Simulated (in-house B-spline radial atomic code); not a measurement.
Ga²⁺. Computed with a B-spline radial atomic code. Model: non-relativistic spherical atom: semilocal Troullier-Martins pseudo-atom, one channel per l, against all electrons, high spin, G0W0 and RPA with empty states to l = 8, local potential for every l without a channel, a model core (radius 0 = none) keeps its share of the functional.

What the tables leave out is listed at the end.

The pseudopotential gives back the lowest level of each angular momentum of its own functional in the configuration it was made in; a second state of the same l is only approximately right. Exact exchange, RPA and GW see the smooth pseudo-orbitals and miss the exchange with the core, for which the functional's share stands in. The column with an uncorrelated core keeps all orbitals and exact exchange, and so separates missing core correlation from pseudisation. Only the three outermost levels and the lowest empty one were computed. RPA here is direct RPA, with no exchange kernel, and its energies carry an (l + 1/2)⁻⁴ tail. A hybrid on a potential with a model core restores only its own semilocal share of the core's exchange.

Command:
```bash
python run_psgw.py task.json out
```
Settings (lengths in bohr, energies in hartree):
```
Z                      31
electrons              29
configuration          [Ar] 3d10 4s1
generated_in           [Ar] 3d10 4s2 4p1
functional             lda,vwn
core_shells            3
radius_factor          1
core_correction        True
ion_configuration      [Ar] 3d10
```

Run time, properties included: 59 s on 1 thread of Arm Neoverse N1, with other jobs on the host.

Given: made with LDA VWN5; model core radius 0.306 bohr; local radius 0.719 bohr; mean-field start LDA VWN5.

Valence shells of the generating configuration: 3s, 3p, 3d, 4s, 4p.

Channel: s 0.577, p 0.565, d 1.59 (radii in bohr).

Computed: largest level miss in the spin-unpolarised generating configuration 0.076 eV; valence RPA correlation energy pseudo -1.235 hartree; all-electron RPA polarisability, core included 7.4139 bohr³; pseudo-atom RPA polarisability 7.3091 bohr³; ionisation by mean-field all-electron 31.399 eV; ionisation by RPA all-electron 30.866 eV; ionisation by RPA pseudo minus all 0.208 eV.

| level | occupied | mean-field all-electron (eV) | mean-field pseudo minus all (eV) | G0W0 all-electron (eV) | G0W0 uncorrelated core minus all (eV) | G0W0 pseudo minus all (eV) | exchange self-energy all-electron (eV) | exchange self-energy pseudo (eV) |
| --- | --- | --- | --- | --- | --- | --- | --- | --- |
| 4s up | 1 | -26.576 | -0.143 | -31.184 | 0.008 | -0.207 | -15.773 | -15.096 |
| 3d down | ? | ? | ? | ? | ? | ? | ? | ? |
| 3d up | 1 | -40.293 | -0.153 | -49.854 | 0.096 | -0.556 | -57.677 | -50.974 |
| 4s down (empty) | 0 | -25.228 | -0.149 | -20.485 | 0.007 | -0.147 | -3.9915 | -3.2605 |

Question: What belongs in the row 3d down?

Answer: occupied: 1; mean-field all-electron (eV): -40.067; mean-field pseudo minus all (eV): -0.152; G0W0 all-electron (eV): -49.665; G0W0 uncorrelated core minus all (eV): 0.099; G0W0 pseudo minus all (eV): -0.552; exchange self-energy all-electron (eV): -57.832; exchange self-energy pseudo (eV): -50.983.

Question: What is the ionisation by mean-field pseudo minus all?

Answer: 0.172 eV.

Question: What is the valence RPA correlation energy all-electron orbitals?

Answer: -1.4161 hartree.

Given: mean-field start PBE0.

Computed: valence RPA correlation energy all-electron orbitals -1.358 hartree; all-electron RPA polarisability, core included 6.7671 bohr³; pseudo-atom RPA polarisability 6.7675 bohr³; ionisation by mean-field pseudo minus all 0.013 eV; ionisation by RPA all-electron 30.758 eV; ionisation by RPA pseudo minus all 0.138 eV.

```
          level  occupied  mean-field all-electron (eV)  mean-field pseudo minus all (eV)  G0W0 all-electron (eV)  G0W0 uncorrelated core minus all (eV)  G0W0 pseudo minus all (eV)  exchange self-energy all-electron (eV)  exchange self-energy pseudo (eV)
          4s up         1                       -27.152                            -0.003                 -30.964                                  0.008                      -0.089                                  -15.39                           -14.661
        3d down         ?                             ?                                 ?                       ?                                      ?                           ?                                       ?                                 ?
          3d up         1                       -43.304                            -0.412                 -50.043                                  0.099                      -0.411                                 -57.902                           -51.366
4s down (empty)         0                       -23.229                            -0.016                 -20.248                                  0.007                      -0.078                                 -3.6336                           -2.9387
```

Question: What belongs in the row 3d down?

Answer: occupied: 1; mean-field all-electron (eV): -43.1; mean-field pseudo minus all (eV): -0.406; G0W0 all-electron (eV): -49.874; G0W0 uncorrelated core minus all (eV): 0.103; G0W0 pseudo minus all (eV): -0.416; exchange self-energy all-electron (eV): -58.068; exchange self-energy pseudo (eV): -51.378.

Question: What is the valence RPA correlation energy pseudo?

Answer: -1.1863 hartree.

Question: What is the ionisation by mean-field all-electron?

Answer: 30.698 eV.

Among the listed levels the largest G0W0 shift of the pseudo-atom is -0.56 eV, for 3d up on the LDA VWN5 start, while leaving the core uncorrelated moves that level by +0.10 eV. So pseudisation and the lost core exchange, not the missing core correlation, make the error. Not in the tables (levels of low weight, unsolved or above zero; the highest and the empty levels are kept at any weight): no Hartree-Fock pseudo-atom is run with a model core.
